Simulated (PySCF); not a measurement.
Compound: C6H7FN2.
SMILES with atom numbers: `[H]/[N:9]=[C:8]1/[C@:3]([C:2]#[N:1])([F:4])[CH2:5][CH2:6][CH2:7]1`

Geometry (GFN2-xTB, Å), atoms numbered from 1 in this order:
```
atom  x, y, z in Å
N1     1.9143   -1.5857    1.8584
C2     1.5849   -0.7732    1.1270
C3     1.1120    0.2127    0.1687
F4     2.0976    1.1474   -0.0663
C5     0.6600   -0.4679   -1.1322
C6    -0.7952   -0.8441   -0.8558
C7    -1.3388    0.3363   -0.0493
C8    -0.1588    0.8598    0.7301
N9    -0.0903    1.6760    1.6729
H10    1.2819   -1.3252   -1.3865
H11    0.7303    0.2691   -1.9346
H12   -1.3528   -1.0152   -1.7749
H13   -0.8319   -1.7551   -0.2551
H14   -2.1631    0.0649    0.6109
H15   -1.6868    1.1340   -0.7120
H16   -0.9708    2.0752    1.9872
```

Probes without a nucleus sit at each ring's centroid and 1 Å off its mean plane on both sides; NICS is minus the shielding there, NICSzz its component along the normal. Level: GIAO PBE0/pcSseg-1 (PySCF, non-relativistic, gas phase) on the GFN2-xTB geometry, one conformer.

Ring bond lengths (Å), with Mayer bond orders in brackets: C3–C5 1.536 (1.01), C5–C6 1.528 (1.01), C6–C7 1.529 (1.01), C7–C8 1.508 (0.97), C8–C3 1.533 (0.87).

Task: What do the NICS probes read (ppm)?

Result: 
| ring | type | NICS(0) | NICS(1), two faces | NICS(1)zz, two faces | rms pucker (Å) | centre to ring atoms, mean (Å) |
| --- | --- | --- | --- | --- | --- | --- |
| C3–C5–C6–C7–C8 | 5-membered carbocycle; formal bonds all single | -1.9 | -2.5 / -3.8 | -1.4 / -3.2 | 0.17 | 1.28 |

Task: What do they say, and how far can they be read as aromaticity?

Result: 
- C3–C5–C6–C7–C8: mean NICS(1)zz -2.3 ppm, near zero. C3, C5, C6, C7 have four or more neighbours; no verdict on aromaticity is drawn.

Task: At the first NICS(1) probe listed for ring C3–C5–C6–C7–C8, 1 Å off the ring, what do the in-plane components average?

Result: The isotropic value is a third of the trace: (3 × -2.5 − (-1.4))/2 = -3.0 ppm.
